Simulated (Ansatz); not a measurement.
Ansatz (a quantum-chemistry and plane-wave program) input (PBE0/def2-TZVPP):

Ansatz 0.2 input:
```yaml
crystal:
  periodic: [false, false, false]
  atoms:
    - {symbol: B, position_ang: [-0.00000000, -0.00000000, -0.73975084]}
    - {symbol: O, position_ang: [0.00000000, 0.00000000, 0.46234428]}
basis:
  gaussian:
    orbitals: def2-TZVPP
    final_grid: {core_spheres: 26, valence_spheres: 22, degree: 59}
hamiltonian:
  xc: {name: PBE0}
magnetization: {spin_polarized: true, initial_magnetization: 1}
```

Output:

```
Functional definition: PBE0
integrals: 0.01 GiB planned
320 factors; their error is unknown
mean field: 0.16 GiB planned
mean field evaluation 1: about -2713.6848 eV, gradient 4.1e1 eV
mean field evaluation 2: about -2662.1649 eV, gradient 1.1e2 eV
mean field evaluation 4: about -2719.6831 eV, gradient 2.0e0 eV
mean field evaluation 8: about -2719.7125 eV, gradient 9.2e-2 eV
mean field evaluation 16: about -2719.7126 eV, gradient 1.4e-5 eV
mean field -2719.71264267 eV, -99.9475961308 hartree, gradient 1.4e-5 eV, S^2 0.762223; 0 other end points of the search recorded, 0 dependent functions left out
reference -2719.71266657 eV, -99.9475970088 hartree; 7, 6 occupied and 55, 56 virtual orbitals, 320 factors
Total energy: -2719.71266657 eV, -99.9475970088 hartree
```
